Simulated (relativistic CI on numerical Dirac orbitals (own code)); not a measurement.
## Calculated levels, Ga⁴⁺

Computed by Dirac-Coulomb-Breit CI, orbitals from a KLI potential per configuration, QED by a radiative potential, valence Slater integrals scaled by 0.85, P86 correlation energy added to each configuration (own radial code, finite nucleus).

CI space (outside the closed core [Ne]): 3s2 3p6 3d9, 3s2 3p6 3d8 4s, 3s2 3p6 3d8 4p, 3s2 3p5 3d10, 3s2 3p6 3d8 4d, 3s2 3p6 3d8 5s, 3s2 3p6 3d8 5p, 3s2 3p6 3d7 4s2, 3s2 3p6 3d8 4f, 3s2 3p6 3d8 5d, 3s2 3p6 3d8 6s, 3s2 3p6 3d8 6p, 3s2 3p6 3d7 4s 4p, 3s2 3p6 3d8 5f, 3s2 3p6 3d8 5g, 3s2 3p6 3d8 6d, 3s2 3p6 3d7 4p2, 3s 3p6 3d10, 3s2 3p6 3d7 4s 4d. Levels of other configurations are missing.

The lowest level is 3s2 3p6 3d9 2D_5/2, with 100 % of that term; Hund's rules for 3s2 3p6 3d9 give 2D with J = 5/2, in agreement.

```tsv
No.	Configuration	Term	J	E (eV)	%	Lifetime (s)	jj configuration (%)
1	3s2 3p6 3d9	2D	5/2	0.0000	100		3d5/2^5 (100)
2	3s2 3p6 3d9	2D	3/2	0.4340	100	1.44e+00	3d3/2^3 3d5/2^6 (100)
3	3d8(3F) 4s	4F	9/2	25.9538	100	6.92e-02	3d5/2^4 4s (83)
4	3d8(3F) 4s	4F	7/2	26.2018	94	7.83e-04	3d3/2^3 3d5/2^5 4s (60)
5	3d8(3F) 4s	4F	5/2	26.4319	97	2.24e-03	3d3/2^3 3d5/2^5 4s (78)
6	3d8(3F) 4s	4F	3/2	26.5842	98	8.63e-03	3d3/2^2 3d5/2^6 4s (56)
7	3d8(3F) 4s	2F	7/2	26.9087	94	4.41e-05	3d3/2^3 3d5/2^5 4s (56)
8	3d8(3F) 4s	2F	5/2	27.2968	96	4.24e-05	3d3/2^3 3d5/2^5 4s (53)
9	3d8(3P) 4s	4P	5/2	28.6753	51	2.03e-04	3d5/2^4 4s (84)
10	3d8(1D) 4s	2D	3/2	28.8203	76	1.04e-04	3d5/2^4 4s (70)
11	3d8(3P) 4s	4P	3/2	29.1535	83	5.72e-04	3d3/2^3 3d5/2^5 4s (89)
12	3d8(3P) 4s	4P	1/2	29.1741	99	1.18e-02	3d3/2^3 3d5/2^5 4s (36)
13	3d8(1D) 4s	2D	5/2	29.2035	50	1.85e-04	3d3/2^3 3d5/2^5 4s (63)
14	3d8(3P) 4s	2P	3/2	29.8670	93	2.85e-05	3d3/2^3 3d5/2^5 4s (72)
15	3d8(3P) 4s	2P	1/2	29.9883	99	2.71e-05	3d3/2^3 3d5/2^5 4s (63)
16	3d8(1G) 4s	2G	9/2	30.1883	100	7.88e-05	3d3/2^3 3d5/2^5 4s (83)
17	3d8(1G) 4s	2G	7/2	30.1933	100	8.19e-05	3d3/2^3 3d5/2^5 4s (84)
18	3d8(1S) 4s	2S	1/2	35.6507	99	3.70e-05	3d5/2^4 4s (52)
19	3d8(3F) 4p	4D°	7/2	36.7099	93	6.73e-10	3d5/2^4 4p1/2 (62)
20	3d8(3F) 4p	4D°	5/2	37.0920	93	6.51e-10	3d3/2^3 3d5/2^5 4p1/2 (43)
21	3d8(3F) 4p	4G°	9/2	37.1155	57	6.40e-10	3d5/2^4 4p1/2 (77)
22	3d8(3F) 4p	4G°	11/2	37.2811	100	5.72e-10	3d5/2^4 4p3/2 (84)
23	3d8(3F) 4p	4G°	7/2	37.3646	76	6.27e-10	3d3/2^3 3d5/2^5 4p1/2 (79)
24	3d8(3F) 4p	4D°	3/2	37.3798	95	6.42e-10	3d3/2^3 3d5/2^5 4p3/2 (56)
25	3d8(3F) 4p	4G°	5/2	37.5489	89	6.16e-10	3d3/2^2 3d5/2^6 4p1/2 (43)
26	3d8(3F) 4p	4D°	1/2	37.5538	99	6.34e-10	3d3/2^2 3d5/2^6 4p3/2 (53)
27	3d8(3F) 4p	4F°	9/2	37.6295	79	5.54e-10	3d5/2^4 4p3/2 (79)
28	3d8(3F) 4p	4F°	7/2	37.8067	61	4.26e-10	3d3/2^3 3d5/2^5 4p3/2 (51)
29	3d8(3F) 4p	2G°	9/2	37.8633	59	6.06e-10	3d3/2^3 3d5/2^5 4p3/2 (88)
30	3d8(3F) 4p	4F°	5/2	37.9546	74	4.01e-10	3d3/2^3 3d5/2^5 4p3/2 (36)
```

Energies count from the lowest computed level; ° marks odd parity; lifetimes are radiative, by E1, M1, E2 decay to levels of this space only. Percentages are summed over parent terms; the parents shown are those of the largest component, closed shells are left out there. Filled j subshells are mostly left out of the jj labels.

The mean weight of the leading LS term, summed over parents, in these 30 levels is 87 %, and that of the leading jj configuration (from the same eigenvectors) 68 %, so LS coupling describes them better.

At this charge configurations can still be misplaced by up to about 7 % of their energy. 55 of the 59 excited levels that our extract of the measured tables holds in this range could be paired (the sources list more); they are missed by 1494 cm⁻¹ on average and 4054 at most, and levels without a partner can miss by more.

LS names give the leading component of a level, which can be under half, so a name can repeat, a term be missing and a line seem to break the LS rules.
